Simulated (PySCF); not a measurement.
CH₅AlF₂O₂Si, SMILES [OH][Al]([OH])[CH2][SiH](F)F.

Geometry optimised at B3LYP-D3(BJ)/def2-SVP. The structure was generated by enumeration; whether it is a known compound was not checked. One conformer was computed; it need not be the lowest.

Two levels are set side by side: PBE/def2-TZVP (PySCF) and r2SCAN/def2-TZVP (PySCF). Same geometry, gas phase. Differences are taken from unrounded values.

```csv
quantity,r2SCAN,PBE,PBE minus r2SCAN
orbital gap (eV),6.84,6.04,-0.80
highest occupied level (eV),-7.31,-6.92,0.39
lowest empty level (eV),-0.47,-0.88,-0.41
dipole moment (D),1.22,1.17,-0.05
mean polarisability (bohr³),62.7,65.6,2.8
```

Rough cost on one machine, each run with all the roots and properties that it gave: r2SCAN against PBE about 4 times.
